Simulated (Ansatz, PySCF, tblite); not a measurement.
Potential energy curve for GeC, lowest singlet found (which spin is the ground state isn't settled by this scan).

GFN2-xTB, 300 K electronic temperature (tblite); RKS-BLYP = restricted BLYP/cc-pVDZ in Ansatz (a first-principles code); RKS-B3LYP/6-31G* = restricted B3LYP/6-31G*, spherical d (PySCF); FCI = full CI/cc-pVDZ, cores with 3d frozen (Ansatz).

Energies relative to the lowest point of each curve between 1.53 and 2.10 Å, where full CI is lowest, in kJ/mol:

```csv
R / Å,GFN2-xTB,RKS-BLYP,RKS-B3LYP/6-31G*
1.41,450.9,278.8,259.2
1.62,21.3,24.2,19.1
1.71,0.0,0.0,0.0
1.78,9.8,0.2,3.9
1.87,26.3,9.5,24.3
1.90,30.3,12.1,33.7
1.98,40.7,17.3,63.0
2.34,148.3,77.6,214.3
2.46,193.7,109.0,260.3
2.65,265.3,160.3,324.1
2.84,332.3,209.2,377.0
3.12,415.9,272.5,437.7
```

### Question
Predict the corresponding FCI column.

### Answer
1.41: 317.1; 1.62: 36.6; 1.71: 5.1; 1.78: 0.0; 1.87: 8.2; 1.90: 13.0; 1.98: 27.7; 2.34: 86.8; 2.46: 113.8; 2.65: 153.5; 2.84: 185.5; 3.12: 217.0 (kJ/mol).

The scan ran from 1.41 to 6.65 Å; beyond the distances shown full CI changes its symmetry label. The restricted form behind RKS-BLYP, RKS-B3LYP/6-31G* keeps the bonding electrons paired and can't separate into open-shell fragments. Also computed but left out beside FCI, since their determinant holds another spin at the minimum (<S²> over 0.7 above the pure value): UHF, UMP2, UCCSD, UCCSD(T), UCCSDT, UCCSDT(Q), UKS-BLYP, UKS-B3LYP, UKS-PBE, UKS-B3LYP/6-31G*, UKS-BP86/6-31G*, UHF/STO-3G, UHF/6-31G*.
